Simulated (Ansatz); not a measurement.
FH5NPSi (`F[SiH2]NP`). Charge 0, multiplicity 1.

```xyz
9

F     0.4116   -1.9261   -0.9133
Si   -0.0251   -0.3989   -1.1067
N     0.5774    0.6088    0.1331
P     0.0317    0.7220    1.7566
H     0.5406    0.0553   -2.3974
H    -1.5027   -0.3896   -1.0590
H     1.4348    1.1141   -0.0263
H    -1.3633    0.8696    1.5219
H    -0.1049   -0.6552    2.0911
```

(1) Give the diagnostics of a CCSD(T)/def2-TZVPP run (frozen core, the Gaussian-basis code of Ansatz). (Estimate.)

Results:

(1) Computed: T1 = 0.0120, largest single amplitude 0.014, largest double 0.028, (T) share of the correlation energy 3.4 %, 10 CCSD cycles. The RHF solution is stable towards an unrestricted one. T1 lies under the customary mark of 0.02 for closed shells.
